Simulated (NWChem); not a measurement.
System: ethylene glycol (C₂H₆O₂); SMILES OCCO

```xyz
10

O     -0.5831    -1.3076    -0.1812
C      0.5992    -0.6760     0.2547
C      0.5553     0.7329    -0.2941
O     -0.5948     1.3990     0.1348
H     -0.7096    -2.1191     0.3178
H      0.6451    -0.6296     1.3599
H      1.5076    -1.1991    -0.1046
H      1.4342     1.2977     0.0561
H      0.6160     0.6830    -1.4015
H     -1.3174     0.7746    -0.0138
```
Atoms are numbered in this order, from 1.

Level: PBE0/def2-SVP (NWChem), optimised geometry, unscaled harmonic frequencies. 

Q: List the harmonic frequencies with IR intensities, and the thermochemistry.

A: 
```csv
frequency (cm⁻¹),IR intensity (km/mol)
181,8.0
283,111.9
336,8.0
493,133.1
546,21.7
898,26.0
919,13.2
1094,48.6
1122,64.8
1165,73.1
1188,31.3
1267,6.3
1294,50.7
1383,1.9
1420,49.1
1461,26.9
1485,4.5
1496,6.1
2998,50.1
3007,50.8
3062,69.3
3115,31.5
3832,58.7
3911,57.2
```

| Quantity | Result |
|---|---|
| zero-point energy | 54.2 kcal/mol |
| thermal correction to the enthalpy at 298.15 K (with zero-point energy) | 57.9 kcal/mol |
| heat capacity Cv | 16.3 cal/(mol K) |
| entropy at 298.15 K and 1 atm (symmetry number 1) | 69.3 cal/(mol K) |
| dipole moment | 2.60 D |

Rigid rotor and harmonic oscillator.
